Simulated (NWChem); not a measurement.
**Ionisation of germylsilane (H₆GeSi)**

SMILES: [SiH3][GeH3]
```xyz
8

Si     0.0618     1.6043     0.0000
Ge    -0.0299    -0.7770     0.0000
H      0.7828     2.0914     1.2154
H      0.7828     2.0914    -1.2154
H     -1.3209     2.1723     0.0000
H     -0.7716    -1.2892     1.2495
H     -0.7716    -1.2892    -1.2495
H      1.3910    -1.3725     0.0000
```
Charge 0, spin multiplicity 1.

The numbers come from NWChem runs, not from measurements. The geometry was optimised at PBE0/def2-SVP, a minimum by its harmonic frequencies.

Basis set: def2-TZVP. −ε marks an orbital energy of the parent.

The Hamiltonian is non-relativistic. B3LYP has NWChem's definition, with VWN1-RPA local correlation.

### Question
One of these methods gave a first vertical ionisation energy of 7.28 eV. Which?
A. −ε(HOMO) of B3LYP
B. −ε(HOMO) of HF
C. −ε(HOMO) of M06-2X
D. −ε(HOMO) of LDA (SVWN5)

### Answer
D, −ε(HOMO) of LDA (SVWN5). The others give 10.86 (−ε(HOMO) of HF), 8.09 (−ε(HOMO) of B3LYP), 9.23 (−ε(HOMO) of M06-2X).
